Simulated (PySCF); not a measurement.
Which determinant of TeC lies lowest?

Unrestricted PBE0; Te def2-SVPD with ECP28, C def2-SVPD; scalar-relativistic core potentials (PySCF 2.14). Outer shells of the fragments: Te 4d10 5s2 5p4; C 2s2 2p2.

Followed along the bond (rough minima from three points):

| 2Ms+1 | unpaired | ⟨S²⟩ at the start | R at minimum (Å) | Te (eV) |
| --- | --- | --- | --- | --- |
| 1 | none | 0.00 | 1.90 | 0.00 |
| 3 | σ ↑, π ↑ | 2.24 | 1.94 | 2.04 |
| 5 | σ ↑, π ↑↑↑ | 6.01 | none in the scan | ≤ 3.39 |

Solutions found at the starting distance of 2.030 Å, counted from the lowest of them; the search is not exhaustive and high or unbound solutions are not listed, so other states can lie among these:

| 2Ms+1 | unpaired | term | E (eV) | ⟨S²⟩ | ⟨Lz²⟩ | μ (D) |
| --- | --- | --- | --- | --- | --- | --- |
| 1 | none | ¹Σ⁺ | 0.00 | 0.00 | 0.00 | -2.27 |
| 3 | σ ↑, π ↑ | ³Π | 1.88 | 2.24 | 1.01 | -0.96 |
| 3 | π ↑↑ | mixed | 1.89 | 2.01 | 2.01 | -2.52 |
| 3 | π ↑↑ | mixed | 2.38 | 2.01 | 2.01 | -2.17 |
| 1 | σ ↑, π ↓ | mixed | 2.44 | 1.01 | 1.04 | -1.27 |
| 1 | π ↑↓ | mixed | 2.49 | 1.01 | 2.01 | -2.05 |
| 5 | σ ↑, π ↑↑↑ | ⁵Π | 3.19 | 6.01 | 1.00 | -1.21 |
| 3 | σ ↑, π ↑↑↓ | mixed | 4.20 | 3.01 | 3.02 | -1.66 |
| 5 | π ↑↑↑↑ | ⁵Σ⁺ | 4.20 | 6.01 | 0.00 | -4.01 |
| 1 | σ ↑, π ↑↓↓ | mixed | 4.34 | 2.02 | 3.02 | -1.61 |

A term symbol is given only where ⟨S²⟩ and ⟨Lz²⟩ are close to those of a pure state; real π, δ and φ orbitals otherwise mix terms. A positive dipole means Te(−)C(+).

Question: Compare the gap between the two lowest followed solutions at the starting distance with the gap between their minima.

Answer: At PBE0 the second solution (triplet, unpaired electrons σ ↑, π ↑) lies +1.88 eV from the first (singlet, closed shell) at 2.030 Å and +2.04 eV at the minima; the two curves relax by different amounts, since their minima lie near 1.94 and 1.90 Å.

Spin–orbit coupling is left out. Counting both spins, an empty level lies below a filled one in some of these solutions, because spin and occupation are held.
